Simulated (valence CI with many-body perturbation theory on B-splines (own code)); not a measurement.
**E1 line list for Re68+**

Level of theory: configuration interaction combined with many-body perturbation theory (CI+MBPT): five valence electrons over a frozen Dirac-Fock core [He], a basis of 11 s, 11 p, 10 d, 8 f, 5 g, 2 h functions for each j, with the one-electron correlation potential Σ1, the two-electron term Σ2, the three-electron term Σ3, Breit, model QED; selected CI, second order for the rest, scaled by the run's own slope (own B-spline code, finite nucleus).

No measured spectrum was set against this ion. As an estimate, large intervals hold to a few tenths of a per cent, small ones and those within an open d or f shell to about a per cent. Among the levels kept, up to 7500 cm⁻¹ of a level comes from second order outside the variational space, and about a tenth of that is noise between levels of different J, which matters for small intervals.

Lines 1 to 50 of 600 in falling wavelength, among levels below 13432 eV, chosen from the strongest by gf and those to the six lowest levels. Wavelengths and rates use the calculated energies. Electric multipoles are in the length gauge, E1 and E2 with the static RPA response of the core. Weak lines are less certain than strong ones. Lines between different terms over intervals too small for the method are left out, as are lines whose strength nearly cancels. The highest levels of a list are the least certain.

Levels are named by their leading jj configuration (3d3/2^4 stands for four electrons in 3d with j = 3/2), which in mixed levels can hold well under half, so a name can repeat and another be missing. Letters in brackets count levels of one name in rising energy.

```
λ vac (nm)                               Upper                               Lower   A (s⁻¹)  S (a.u.)
     29.94          (2s^2 2p1/2^2 4f7/2) J=7/2          (2s^2 2p1/2^2 4d5/2) J=5/2  1.70e+09  1.80e-01
     17.35          (2s^2 2p1/2^2 4f5/2) J=5/2          (2s^2 2p1/2^2 4d3/2) J=3/2  8.13e+09  1.26e-01
     13.99          (2s^2 2p1/2^2 4d5/2) J=5/2          (2s^2 2p1/2^2 4p3/2) J=3/2  2.59e+10  2.10e-01
     10.93      (2s 2p1/2 2p3/2^2 3p1/2) J=7/2         (2s 2p1/2 2p3/2^2 3s) J=7/2  6.04e+09  3.12e-02
     9.867          (2s^2 2p3/2^2 3p1/2) J=3/2             (2s^2 2p3/2^2 3s) J=5/2  1.46e+10  2.76e-02
     8.154  (2s 2p1/2 2p3/2^2 3p1/2) J=5/2 [b]         (2s 2p1/2 2p3/2^2 3s) J=7/2  2.31e+10  3.71e-02
     6.068      (2s^2 2p3/2^2 3d5/2) J=5/2 [a]      (2s^2 2p3/2^2 3p3/2) J=3/2 [a]  3.53e+10  2.33e-02
     6.057  (2s 2p1/2 2p3/2^2 3d5/2) J=5/2 [f]  (2s 2p1/2 2p3/2^2 3p3/2) J=3/2 [f]  4.81e+10  3.17e-02
     6.046  (2s 2p1/2^2 2p3/2 3d5/2) J=5/2 [a]  (2s 2p1/2^2 2p3/2 3p3/2) J=5/2 [a]  2.75e+10  1.80e-02
     6.027  (2s 2p1/2 2p3/2^2 3d5/2) J=7/2 [b]  (2s 2p1/2 2p3/2^2 3p3/2) J=5/2 [b]  3.81e+10  3.29e-02
     5.961      (2s 2p1/2^2 2p3/2 3d5/2) J=9/2      (2s 2p1/2^2 2p3/2 3p3/2) J=7/2  8.17e+10  8.55e-02
     5.945  (2s 2p1/2 2p3/2^2 3d5/2) J=7/2 [e]  (2s 2p1/2 2p3/2^2 3p3/2) J=5/2 [e]  6.65e+10  5.51e-02
     5.909     (2s 2p1/2 2p3/2^2 3d5/2) J=11/2      (2s 2p1/2 2p3/2^2 3p3/2) J=9/2  8.35e+10  1.02e-01
     5.909  (2s 2p1/2^2 2p3/2 3d5/2) J=3/2 [b]  (2s 2p1/2^2 2p3/2 3p3/2) J=1/2 [b]  5.72e+10  2.33e-02
     5.903  (2s 2p1/2 2p3/2^2 3d5/2) J=9/2 [a]  (2s 2p1/2 2p3/2^2 3p3/2) J=7/2 [a]  7.89e+10  8.00e-02
     5.859  (2s 2p1/2^2 2p3/2 3d5/2) J=7/2 [a]  (2s 2p1/2^2 2p3/2 3p3/2) J=5/2 [a]  6.91e+10  5.49e-02
     5.853  (2s 2p1/2 2p3/2^2 3d5/2) J=7/2 [a]  (2s 2p1/2 2p3/2^2 3p3/2) J=5/2 [a]  5.06e+10  4.01e-02
     5.853  (2s 2p1/2 2p3/2^2 3d5/2) J=9/2 [b]  (2s 2p1/2 2p3/2^2 3p3/2) J=7/2 [b]  6.46e+10  6.39e-02
     5.850  (2s^2 2p1/2 2p3/2 3d5/2) J=7/2 [a]  (2s^2 2p1/2 2p3/2 3p3/2) J=5/2 [a]  7.06e+10  5.58e-02
     5.836          (2s^2 2p3/2^2 3d5/2) J=7/2          (2s^2 2p3/2^2 3p3/2) J=5/2  5.44e+10  4.27e-02
     5.830  (2s 2p1/2 2p3/2^2 3d5/2) J=5/2 [d]  (2s 2p1/2 2p3/2^2 3p3/2) J=3/2 [d]  5.83e+10  3.42e-02
     5.826  (2s^2 2p1/2 2p3/2 3d5/2) J=5/2 [b]  (2s^2 2p1/2 2p3/2 3p3/2) J=3/2 [b]  4.27e+10  2.50e-02
     5.825  (2s 2p1/2^2 2p3/2 3d5/2) J=5/2 [b]  (2s 2p1/2^2 2p3/2 3p3/2) J=3/2 [b]  7.12e+10  4.17e-02
     5.825  (2s 2p1/2 2p3/2^2 3d5/2) J=7/2 [c]  (2s 2p1/2 2p3/2^2 3p3/2) J=5/2 [c]  7.38e+10  5.76e-02
     5.821  (2s^2 2p1/2 2p3/2 3d5/2) J=7/2 [b]  (2s^2 2p1/2 2p3/2 3p3/2) J=5/2 [b]  6.45e+10  5.02e-02
     5.813          (2s^2 2p3/2^2 3d5/2) J=9/2          (2s^2 2p3/2^2 3p3/2) J=7/2  7.13e+10  6.91e-02
     5.801  (2s 2p1/2 2p3/2^2 3d5/2) J=9/2 [b]      (2s 2p1/2 2p3/2^2 3p3/2) J=9/2  1.84e+10  1.77e-02
     5.792      (2s^2 2p3/2^2 3d5/2) J=5/2 [b]      (2s^2 2p3/2^2 3p3/2) J=3/2 [b]  7.02e+10  4.04e-02
     5.783  (2s 2p1/2 2p3/2^2 3d5/2) J=7/2 [d]  (2s 2p1/2 2p3/2^2 3p3/2) J=5/2 [d]  6.81e+10  5.20e-02
     5.767  (2s 2p1/2^2 2p3/2 3d5/2) J=7/2 [b]  (2s 2p1/2^2 2p3/2 3p3/2) J=5/2 [b]  8.66e+10  6.56e-02
     5.732      (2s^2 2p1/2 2p3/2 3d5/2) J=9/2      (2s^2 2p1/2 2p3/2 3p3/2) J=7/2  8.52e+10  7.92e-02
     5.724  (2s 2p1/2 2p3/2^2 3d5/2) J=3/2 [d]  (2s 2p1/2 2p3/2^2 3p3/2) J=1/2 [c]  5.63e+10  2.09e-02
     5.723  (2s 2p1/2 2p3/2^2 3d5/2) J=5/2 [c]  (2s 2p1/2 2p3/2^2 3p3/2) J=3/2 [c]  8.32e+10  4.62e-02
     5.718          (2s^2 2p1/2^2 3d5/2) J=5/2          (2s^2 2p1/2^2 3p3/2) J=3/2  8.68e+10  4.81e-02
     5.700  (2s 2p1/2 2p3/2^2 3d5/2) J=9/2 [c]  (2s 2p1/2 2p3/2^2 3p3/2) J=7/2 [c]  8.88e+10  8.12e-02
     5.688  (2s 2p1/2 2p3/2^2 3d5/2) J=5/2 [b]  (2s 2p1/2 2p3/2^2 3p3/2) J=5/2 [b]  4.22e+10  2.30e-02
     5.644  (2s 2p1/2 2p3/2^2 3d5/2) J=5/2 [e]  (2s 2p1/2 2p3/2^2 3p3/2) J=3/2 [e]  6.47e+10  3.45e-02
     5.568          (2s^2 2p1/2^2 4d3/2) J=3/2          (2s^2 2p1/2^2 4p1/2) J=1/2  3.34e+11  1.14e-01
     5.543  (2s 2p1/2^2 2p3/2 3d5/2) J=5/2 [a]  (2s 2p1/2^2 2p3/2 3p3/2) J=3/2 [a]  5.80e+10  2.92e-02
     5.526  (2s^2 2p1/2 2p3/2 3d5/2) J=5/2 [a]  (2s^2 2p1/2 2p3/2 3p3/2) J=3/2 [a]  6.37e+10  3.18e-02
     5.469  (2s^2 2p1/2 2p3/2 3d5/2) J=3/2 [a]  (2s^2 2p1/2 2p3/2 3p3/2) J=1/2 [a]  5.42e+10  1.75e-02
     5.376          (2s^2 2p1/2^2 4p3/2) J=3/2             (2s^2 2p1/2^2 4s) J=1/2  4.36e+11  1.34e-01
     5.207  (2s 2p1/2 2p3/2^2 3d5/2) J=3/2 [c]  (2s 2p1/2 2p3/2^2 3p3/2) J=1/2 [b]  5.85e+10  1.63e-02
     5.128  (2s 2p1/2^2 2p3/2 3d5/2) J=3/2 [a]  (2s 2p1/2^2 2p3/2 3p3/2) J=3/2 [a]  5.74e+10  1.53e-02
     5.040  (2s 2p1/2 2p3/2^2 3d5/2) J=7/2 [b]  (2s 2p1/2 2p3/2^2 3p3/2) J=7/2 [b]  4.74e+10  2.40e-02
     4.834      (2s^2 2p3/2^2 3d5/2) J=5/2 [a]          (2s^2 2p3/2^2 3p3/2) J=5/2  5.23e+10  1.75e-02
     4.305      (2s 2p1/2 2p3/2^2 3p3/2) J=9/2          (2s^2 2p3/2^2 3p3/2) J=7/2  5.23e+10  2.06e-02
     3.945      (2s 2p1/2^2 2p3/2 3p3/2) J=7/2  (2s^2 2p1/2 2p3/2 3p3/2) J=5/2 [a]  6.27e+10  1.52e-02
     3.748          (2s 2p1/2^2 2p3/2^2) J=5/2          (2s^2 2p1/2 2p3/2^2) J=5/2  2.10e+10  3.27e-03
     3.626       (2p1/2^2 2p3/2^2 3p3/2) J=7/2  (2s 2p1/2 2p3/2^2 3p3/2) J=5/2 [c]  9.09e+10  1.71e-02
```
